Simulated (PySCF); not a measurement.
Computed properties of Ga(F)2(OH) (F₂GaHO), SMILES [Ga]([F])([OH])[F]

Ga(F)2(OH) (F2GaHO), SMILES [OH][Ga]([F])[F]. Coordinates come from a PBE0-D3(BJ)/def2-SVP optimisation. Other conformers were not sampled. All values are computed for the isolated molecule unless a solvent is named; none is compared with measurement here.

**Structure.** The optimised structure has Cs symmetry. All 9 harmonic modes at PBE0-D3(BJ)/def2-SVP (PySCF) are real, so it is a minimum. With heavy atoms numbered as in [Ga:1]([F:2])([F:3])[OH:4], the shortest bond between them is Ga1–F3 at 1.731 Å and the longest Ga1–O4 at 1.758 Å.

**Vibrations.** The strongest infrared lines (harmonic, unscaled, degenerate partners summed) lie at 775 cm⁻¹ (124 km/mol, O 49 %, Ga 25 %, F 23 %), 347 cm⁻¹ (116 km/mol, H 91 %), 3901 cm⁻¹ (102 km/mol, H 94 %). The softest mode is at 176 cm⁻¹ and the zero-point energy is 11.3 kcal/mol.

**Electronic structure.** CAM-B3LYP/def2-TZVPD (PySCF) places the frontier levels at -11.63 and -1.24 eV, a gap of 10.39 eV, and gives a dipole moment of 2.04 D and a mean polarisability of 29.3 bohr³.

**Excitations.** TDDFT-PBE0/def2-SVPD (PySCF) has S1 at 6.41 eV (193 nm, f = 0.023, weak); the most intense of the 10 singlets computed lies at 8.60 eV (f = 0.13). T1 (TDA) is at 5.93 eV. No vertical singlet excitation falls in the visible range (under 3.1 eV).

**NMR.** GIAO shifts at KT2/pcSseg-2 (PySCF) (non-relativistic, atoms alike by connectivity averaged): ¹H at 2.2 ppm against TMS; ¹⁹F at -217.5 ppm against CFCl3.
